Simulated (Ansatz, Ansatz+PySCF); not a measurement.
```json
{"atom": "C", "x (Å)": "1.4100", "y (Å)": "0.0000", "z (Å)": "0.0000"}
{"atom": "C", "x (Å)": "0.7050", "y (Å)": "1.2211", "z (Å)": "0.0000"}
{"atom": "C", "x (Å)": "-0.7050", "y (Å)": "1.2211", "z (Å)": "0.0000"}
{"atom": "C", "x (Å)": "-1.4100", "y (Å)": "0.0000", "z (Å)": "0.0000"}
{"atom": "C", "x (Å)": "-0.7050", "y (Å)": "-1.2211", "z (Å)": "0.0000"}
{"atom": "C", "x (Å)": "0.7050", "y (Å)": "-1.2211", "z (Å)": "0.0000"}
{"atom": "C", "x (Å)": "2.8200", "y (Å)": "0.0000", "z (Å)": "0.0000"}
{"atom": "H", "x (Å)": "3.3700", "y (Å)": "0.9300", "z (Å)": "0.0000"}
{"atom": "H", "x (Å)": "3.3700", "y (Å)": "-0.9300", "z (Å)": "0.0000"}
{"atom": "H", "x (Å)": "1.2475", "y (Å)": "2.1607", "z (Å)": "0.0000"}
{"atom": "C", "x (Å)": "-1.4100", "y (Å)": "2.4422", "z (Å)": "0.0000"}
{"atom": "H", "x (Å)": "-2.4904", "y (Å)": "2.4535", "z (Å)": "0.0000"}
{"atom": "H", "x (Å)": "-0.8796", "y (Å)": "3.3835", "z (Å)": "0.0000"}
{"atom": "H", "x (Å)": "-2.4950", "y (Å)": "0.0000", "z (Å)": "0.0000"}
{"atom": "C", "x (Å)": "-1.4100", "y (Å)": "-2.4422", "z (Å)": "0.0000"}
{"atom": "H", "x (Å)": "-0.8796", "y (Å)": "-3.3835", "z (Å)": "0.0000"}
{"atom": "H", "x (Å)": "-2.4904", "y (Å)": "-2.4535", "z (Å)": "0.0000"}
{"atom": "H", "x (Å)": "1.2475", "y (Å)": "-2.1607", "z (Å)": "0.0000"}
```

Basis set: def2-SVP (spherical functions). Charge 0, multiplicity 2.

Computed with Ansatz (development build ahead of 0.2.0); each method stands on the lowest determinant of its kind that the runs found. Restricted functionals stand beside restricted open-shell atoms, which can lie above the unrestricted atoms usual in DFT and then raise those values.

(1) Give the atomization energy at this shape (free ground-state atoms in the same class of orbitals less the molecule, no zero-point energy) of doublet C₉H₉ by ωB97X (restricted open-shell), PBE0 (unrestricted), PBE0 (restricted open-shell), UHF, ROHF.

## Answers

(1)

```csv
method,atomization energy
ωB97X (restricted open-shell),8167.4 kJ/mol
PBE0 (unrestricted),8451.5 kJ/mol
PBE0 (restricted open-shell),8345.0 kJ/mol
UHF,6332.5 kJ/mol
ROHF,6076.7 kJ/mol
```

Caution: another spin multiplicity may lie lower. Caution for PBE0 (unrestricted), UHF: the unrestricted determinant is a mixture of spin states. Caution for PBE0 (restricted open-shell), ROHF: an unrestricted determinant lies well below.

The shape needn't be a minimum at these levels.
